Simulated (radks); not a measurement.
The numbers below are computed, except where a source is named.
Question: Species: As. Configuration: [Ar] 3d10 4s2 4p3. Level of theory: Dirac Kohn-Sham, exchange-only PBE, spin-unpolarised, spherical densities, finite nucleus; open shells fill j = l - 1/2 first; Fermi nuclear charge, rms radius 4.0968 fm (a radial shooting solver on a logarithmic mesh with Libxc functionals). Some entries of the table are withheld. Estimate them.

| orbital | occ. | eigenvalue (eV) | <r> (bohr) | r(max) (bohr) |
|---|---|---|---|---|
| 1s1/2 | 2 | -11715.72 | (1) | 0.02973 |
| 2s1/2 | 2 | -1485.091 | 0.2025 | 0.1702 |
| 2p1/2 | 2 | -1326.824 | 0.1746 | (2) |
| 2p3/2 | 4 | -1290.249 | 0.1783 | (3) |
| 3s1/2 | 2 | -188.9085 | 0.5983 | 0.5217 |
| 3p1/2 | 2 | (4) | 0.6102 | 0.5152 |
| 3p3/2 | 4 | (5) | 0.6209 | 0.5238 |
| 3d3/2 | 4 | -39.9043 | 0.6765 | 0.4750 |
| 3d5/2 | 6 | -39.1761 | 0.6813 | 0.4777 |
| 4s1/2 | 2 | -13.6007 | 1.943 | (6) |
| 4p1/2 | 2 | (7) | 2.585 | 1.962 |
| 4p3/2 | 1 | (8) | 2.649 | 2.002 |

Answer: 
(1) 1s1/2 <r> (bohr): 0.04550
(2) 2p1/2 r(max) (bohr): 0.1342
(3) 2p3/2 r(max) (bohr): 0.1373
(4) 3p1/2 eigenvalue (eV): -135.7643
(5) 3p3/2 eigenvalue (eV): -130.7376
(6) 4s1/2 r(max) (bohr): 1.614
(7) 4p1/2 eigenvalue (eV): -4.5561
(8) 4p3/2 eigenvalue (eV): -4.2914
